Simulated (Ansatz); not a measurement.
Compare A (`CBOC1O[SiH2]1`) with its isomer B (`CB(O)[SiH]1CO1`).

Calculated with Ansatz (gas phase, PBE0-D4/def2-TZVP geometries, no zero-point term in ΔE). CCSD(T)/CBS adds triple-zeta CCSD(T) − MP2 to the extrapolated MP2 energy (def2 sets, frozen cores). Functionals use def2-TZVPP. B3LYP here is the variant with VWN-RPA as its local correlation; programs differ in this. Each species was taken in one conformer, which may not be the lowest.

A:

```xyz
13

C    -1.725   -1.877    0.362
B    -0.505   -1.163   -0.291
O    -0.118    0.054    0.170
C     0.964    0.724   -0.377
O     1.994    0.989    0.593
Si    1.327    2.442    0.100
H    -2.167   -1.315    1.186
H    -2.498   -2.064   -0.393
H    -1.430   -2.867    0.726
H     0.114   -1.643   -1.206
H     1.350    0.232   -1.271
H     0.486    3.151    1.084
H     2.208    3.336   -0.684
```

B:

Z-matrix (Å, degrees):
```
C
B 1 1.559
H 1 1.092 2 112.8
H 1 1.097 2 109.8 3 -121.0
H 1 1.095 2 110.9 3 123.0
O 2 1.358 1 118.9 3 6.3
Si 2 2.029 1 120.1 3 -174.7
H 6 0.960 2 115.0 1 -179.6
C 7 1.821 2 122.5 1 -28.9
O 7 1.680 2 117.1 1 27.7
H 7 1.492 2 117.7 1 169.9
H 9 1.089 7 121.9 2 -1.6
H 9 1.089 7 120.8 2 -159.5
```

Question: Which isomer does CCSD(T)/CBS put lower? Give the gap. (An estimate is asked.)

Answer: Ansatz gave: B, by 11.1 kcal/mol.

Question: Give E(B) − E(A) in kcal/mol with PBE-D4, HF/def2-TZVPP, B3LYP-D4, B3LYP, ωB97M-V, r2SCAN-D4, MP2/def2-TZVPP. (Best estimate.)

Answer: Computed: PBE-D4 -12.9, HF/def2-TZVPP -6.0, B3LYP-D4 -10.2, B3LYP -9.5, ωB97M-V -9.9, r2SCAN-D4 -11.5, MP2/def2-TZVPP -10.8. None reverses the order clearly.

Largest T1 diagnostic: 0.015.

In def2-TZVPP, CCSD(T) changes the Hartree–Fock value by −4.6 kcal/mol (the triples alone add −0.4 kcal/mol) and MP2 by −4.7 kcal/mol.
